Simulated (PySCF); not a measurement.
**Correlation energy of Zn (zinc, neutral)**

[Ar] 3d9 4s2 4p1, one real determinant (an excited configuration). Calculation: PySCF 2.14, in ANO-RCC-VTZP; the spin-free X2C one-electron Hamiltonian (Gaussian nucleus). Frozen: [Ne]; 20 electrons correlated.

```tsv
level	correlation energy (mhartree)
CCSD	-675.72
(T)	-14.44
CCSD(T)	-690.16
```

Diagnostics: T1 = 0.017, D1 = 0.0831, largest double amplitude 0.074.

The real determinant used has ⟨L²⟩ near 8 against 12 for a pure F term, so it mixes terms.

Cost of the coupled-cluster step: about 50 core-seconds, for 20 correlated electrons.

The basis was made for the ground configuration and has no added diffuse functions, which can raise the energy of the promoted electron.

The reference is one real determinant that mixes LS terms of this configuration.
